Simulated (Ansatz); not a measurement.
Isolated molecules relaxed with PBE0-D4/def2-TZVP in Ansatz; ΔE leaves out vibrations. CCSD(T)/CBS adds triple-zeta CCSD(T) − MP2 to the extrapolated MP2 energy (def2 sets, frozen cores). This one scheme is used for every species. Functionals use def2-TZVPP. B3LYP here is the variant with VWN-RPA as its local correlation; programs differ in this. HSE06 is defined as in plane-wave codes. Each species was taken in one conformer, which may not be the lowest.

`B[SiH2]BO` + HCl → `BCl` + `OB[SiH3]`  (cleavage of the B–Si bond)

`B[SiH2]BO`:

Cartesian coordinates in Å:
```
B 1.568 0.829 0.631
Si -0.198 0.812 -0.298
B -0.606 -1.172 -0.587
O -1.525 -1.838 0.141
H 1.641 0.817 1.825
H 2.588 0.760 0.012
H -1.293 1.417 0.523
H -0.164 1.493 -1.623
H -0.027 -1.821 -1.413
H -1.982 -1.297 0.791
```

HCl:

Z-matrix (Å, degrees):
```
Cl
H 1 1.279
```

`BCl`:

Cartesian coordinates in Å:
```
B 0.055 0.137 0.041
Cl -0.568 -1.414 -0.419
H 1.036 0.170 0.714
H -0.523 1.107 -0.335
```

`OB[SiH3]`:

```xyz
8

O    -0.978   -0.541    1.453
B    -0.614    0.341    0.497
Si    0.822   -0.174   -0.837
H    -1.665   -0.211    2.041
H    -1.153    1.419    0.456
H     1.948    0.802   -0.763
H     0.270   -0.095   -2.221
H     1.370   -1.541   -0.627
```

```tsv
level	ΔE (kJ/mol)	difference from CCSD(T)/CBS
LDA (SPW92)	-104.6	7.1
revPBE-D4	-102.5	9.2
BLYP-D4	-110.3	1.4
r2SCAN-D4	-109.0	2.7
B97M-V	-107.5	4.2
PBE0-D4	-107.0	4.7
B3LYP-D4	-113.2	-1.5
r2SCANh-D4	-110.4	1.3
r2SCAN0-D4	-112.1	-0.4
HSE06-D4	-107.1	4.6
BHLYP-D4	-117.8	-6.1
CAM-B3LYP-D4	-116.8	-5.1
ωB97X-V	-113.7	-2.0
ωB97M-V	-116.3	-4.6
B2PLYP	-118.6	-6.9
PBE-QIDH	-114.7	-3.0
PBE	-105.3	6.4
revPBE	-105.4	6.3
PBE0	-109.1	2.6
B3LYP	-116.5	-4.8
r2SCANh	-111.1	0.6
r2SCAN0	-113.0	-1.3
HSE06	-109.0	2.7
BHLYP	-120.9	-9.2
CAM-B3LYP	-119.0	-7.3
LC-ωPBE	-111.6	0.1
RPA@PBE/def2-TZVPP	-114.8	-3.1
HF/def2-SVP	-133.6	-21.9
CCSD/def2-SVP	-127.4	-15.7
CCSD(T)/def2-SVP	-127.6	-15.9
HF/def2-TZVPP	-126.9	-15.2
MP2/def2-TZVPP	-120.6	-8.9
SCS-MP2/def2-TZVPP	-121.1	-9.4
CCSD/def2-TZVPP	-113.5	-1.8
CCSD(T)/def2-TZVPP	-112.9	-1.2
HF/def2-QZVPP	-126.6	-14.9
MP2/def2-QZVPP	-119.9	-8.2
SCS-MP2/def2-QZVPP	-120.4	-8.7
HF/CBS(def2)	-126.6	-14.9
MP2/CBS(def2)	-119.5	-7.8
CCSD(T)/CBS	-111.7	0
```

Largest T1 diagnostic among the species: 0.016.

The D4 term adds +3.3 kJ/mol with B3LYP and +2.0 kJ/mol with PBE0; it sums over pairs of atoms, weighted by their polarisabilities, and B3LYP, whose exchange is more repulsive, gets the larger term. At CCSD(T), def2-SVP lies −15.9 kJ/mol from the extrapolated value and def2-TZVPP −1.2 kJ/mol.
